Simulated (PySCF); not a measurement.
Bonds broken one at a time in the series B F-H. Isolated molecules, 0 K electronic values unless said otherwise. Strings in code marks are SMILES.

The numbers are results of PySCF 2.14.0 with B3LYP-D3(BJ)/def2-TZVP // PBE0-D3(BJ)/def2-TZVP, not measurements. B3LYP has the VWN-RPA correlation part, as in Gaussian. 

| species | HOMO–LUMO gap (eV) | LUMO (eV) | dipole moment (D) |
|---|---|---|---|
| whole molecule (`FBF`) | 10.02 | [?] | 0.89 |
| radical fragment (`F[BH]`) | – | – | 0.59 |
| radical fragment (`[BH2]`) | – | – | [?] |
| whole molecule (`B`) | 7.51 | -2.22 | 0.00 |

Some entries are withheld; supply them.


- whole molecule (`FBF`), LUMO (eV): -0.63
- radical fragment (`[BH2]`), dipole moment (D): 0.49
